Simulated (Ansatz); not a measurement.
Basis-set series for H6NOPSi, SMILES `OPN[SiH3]`. Charge 0, multiplicity 1. Geometry: relaxed with PBE0-D4/def2-TZVP. It is one conformer, not always the lowest.

```json
{"functional": "PBE0-D4", "basis": "def2-SVP", "functions": "94", "energy (Eh)": "-763.76403", "HOMO (eV)": "-6.90", "LUMO (eV)": "0.52"}
{"functional": "PBE0-D4", "basis": "def2-QZVPP", "functions": "434", "energy (Eh)": "-764.18989", "HOMO (eV)": "-7.06", "LUMO (eV)": "-0.23"}
{"functional": "ωB97M-V", "basis": "def2-SVP", "functions": "94", "energy (Eh)": "-764.05918", "HOMO (eV)": "-9.11", "LUMO (eV)": "2.41"}
{"functional": "ωB97M-V", "basis": "def2-QZVPP", "functions": "434", "energy (Eh)": "-764.48914", "HOMO (eV)": "-9.30", "LUMO (eV)": "1.22"}
```

Q: Give the rows for def2-TZVPP. (Estimate.)

A: The calculation gave: 
```tsv
functional	basis	functions	energy (Eh)	HOMO (eV)	LUMO (eV)
PBE0-D4	def2-TZVPP	230	-764.16021	-7.02	-0.04
ωB97M-V	def2-TZVPP	230	-764.46128	-9.25	1.63
```

Positive LUMOs are unbound and depend on the basis.

All numbers were calculated with Ansatz.
